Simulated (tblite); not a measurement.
Species: C₃H₆BO (doublet state).
Atom-mapped SMILES: `[BH:1]/[CH:2]=[CH:3]/[O:4][CH3:5]` (hydrogens: H6 on B1; H7 on C2; H8 on C3; H9, H10, H11 on C5)
Bond orders are those of one Lewis drawing.

Computed with GFN2-xTB (tblite), gas phase: L-BFGS steps from a force-field or distance-geometry start until the largest atomic force falls under 0.01 eV/Å.

Step 39: E = -398.6344 eV
```
atom  x, y, z in Å  |  force x, y, z in eV/Å
B1      2.5419   -0.2142   -0.4770    0.032   0.054   0.002
C2      1.1253   -0.1149   -0.2539   -0.012   0.005  -0.025
C3      0.3587   -0.1604    0.8863   -0.034  -0.016  -0.010
O4     -1.0075   -0.1473    1.0090    0.001  -0.025   0.026
C5     -1.8221    0.1663   -0.0895    0.016  -0.006   0.035
H6      3.6322    0.0866   -0.6805   -0.049  -0.045   0.003
H7      0.5666   -0.0597   -1.1884   -0.031   0.060  -0.032
H8      0.8031   -0.2850    1.8602   -0.001   0.021   0.016
H9     -2.8169   -0.1855    0.1800   -0.061   0.008  -0.026
H10    -1.8664    1.2503   -0.2598    0.108  -0.047  -0.031
H11    -1.5095   -0.3334   -1.0123    0.031  -0.009   0.042
```

Step 40: E = -398.6357 eV
```
atom  x, y, z in Å  |  force x, y, z in eV/Å
B1      2.5418   -0.2196   -0.4750    0.046   0.073  -0.015
C2      1.1236   -0.1113   -0.2545    0.033   0.005  -0.058
C3      0.3584   -0.1622    0.8852   -0.019  -0.017   0.002
O4     -1.0064   -0.1414    1.0115   -0.024  -0.033   0.021
C5     -1.8220    0.1636   -0.0878   -0.004   0.006  -0.027
H6      3.6326    0.0890   -0.6778   -0.103  -0.061   0.017
H7      0.5665   -0.0447   -1.1898   -0.022   0.056  -0.012
H8      0.8043   -0.2932    1.8575   -0.001   0.020   0.022
H9     -2.8190   -0.1807    0.1872   -0.025   0.016  -0.038
H10    -1.8612    1.2459   -0.2723    0.098  -0.044  -0.007
H11    -1.5132   -0.3427   -1.0101    0.020  -0.021   0.095
```

Problem. Estimate the geometry and energy of step 41. (The exact step hangs on the optimiser's Hessian estimate; all steps are aligned on step 40, rigid shifts and turns removed.)

Solution. E = -398.6378 eV, largest force 0.148 eV/Å
```
atom  x, y, z in Å  |  force x, y, z in eV/Å
B1      2.5405   -0.2229   -0.4743    0.043   0.082  -0.022
C2      1.1210   -0.1067   -0.2564    0.068   0.012  -0.073
C3      0.3572   -0.1654    0.8832   -0.005  -0.013   0.013
O4     -1.0057   -0.1345    1.0158   -0.054  -0.050   0.015
C5     -1.8220    0.1593   -0.0845   -0.021   0.027  -0.087
H6      3.6320    0.0895   -0.6740   -0.130  -0.068   0.022
H7      0.5670   -0.0240   -1.1928   -0.021   0.046   0.009
H8      0.8034   -0.3022    1.8543    0.020   0.013   0.030
H9     -2.8231   -0.1740    0.1949    0.031   0.029  -0.053
H10    -1.8499    1.2381   -0.2881    0.065  -0.011   0.025
H11    -1.5150   -0.3545   -1.0040    0.004  -0.067   0.122
```

The energy changes by -0.0021 eV. The first-order estimate −F·Δx gives -0.0028 eV and the mean of the old and new forces, exact on a quadratic surface, -0.0021 eV. The step makes an angle of 72° with the force vector and moves no atom by more than 0.021 Å.

What follows is the cost of the whole relaxation. Time: 0.17 s wall. Hardware: Arm Neoverse V2, one thread, shared host with 32 logical CPUs at a one-minute load of 9.1.
